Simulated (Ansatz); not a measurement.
Basis-set extrapolation for `BC(B)(C)F` (PBE0-D4/def2-TZVP geometry, frozen core, the Gaussian-basis code of Ansatz). Multiplicity 1, RHF reference.

|  | def2-TZVPP | def2-QZVPP |
| --- | --- | --- |
| HF | -228.643711 | -228.654261 |
| MP2 correlation | -0.807381 | -0.866409 |
| CCSD(T) correlation | -0.883875 | not run |

Energies in hartree. Use E(X) = E(∞) + A·exp(−7.88·√X) for Hartree–Fock and E(X) = E(∞) + B·X^(−2.97) for correlation, with X = 3 and 4, and add CCSD(T) minus MP2 of the smaller set to the MP2 limit.

What is the CCSD(T) energy at the basis-set limit?

HF limit: -228.654261 + (-0.010550) × 0.13774 = -228.65571. MP2 limit: -0.866409 + (-0.059028) × 0.74074 = -0.91013. Higher-order term: -0.883875 − (-0.807381) = -0.07649. Total: -229.64233 hartree, 72.0 kcal/mol below CCSD(T)/def2-TZVPP.
